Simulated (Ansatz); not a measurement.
SiCl3F⁻, that is SiFCl3 with one electron more. Total charge -1; doublet. Geometry PBE-D4/def2-SVP, that of the neutral singlet.

```tsv
atom	x (Å)	y (Å)	z (Å)
Si1	-0.036	0.050	-0.010
F2	-0.969	1.349	-0.262
Cl3	-0.605	-0.819	1.750
Cl4	1.910	0.664	0.089
Cl5	-0.300	-1.245	-1.567
```

At PBE-D4/def2-TZVPD, r2SCAN-D4/def2-TZVPD, PBE0-D4/def2-TZVPD the highest occupied level of the charge -1 doublet lies above zero (up to 1.80 eV). By energy differences it is unbound by 0.39 eV (vertical, to the charge 0 singlet, at r2SCAN-D4/def2-TZVPD) and held by the finite basis.

Q: Estimate the α-spin orbital energies around the gap (eV) in Ansatz with PBE-D4/def2-TZVPD, r2SCAN-D4/def2-TZVPD, PBE0-D4/def2-TZVPD.

A: 
```
orbital  PBE-D4/def2-TZVPD  r2SCAN-D4/def2-TZVPD  PBE0-D4/def2-TZVPD
 HOMO−5              -4.89                 -5.39               -6.43
 HOMO−4              -4.89                 -5.39               -6.43
 HOMO−3              -4.30                 -4.78               -5.82
 HOMO−2              -4.30                 -4.78               -5.82
 HOMO−1              -4.04                 -4.51               -5.52
   HOMO               1.77                  1.80                1.48
   LUMO               2.56                  2.58                2.87
 LUMO+1               2.56                  2.58                2.87
 LUMO+2               2.90                  2.94                3.45
 LUMO+3               3.20                  3.41                3.68
 LUMO+4               3.50                  3.56                3.88
 LUMO+5               3.51                  3.56                3.89
 β HOMO              -3.98                 -4.46               -5.47
 β LUMO               2.16                  2.39                2.75
```
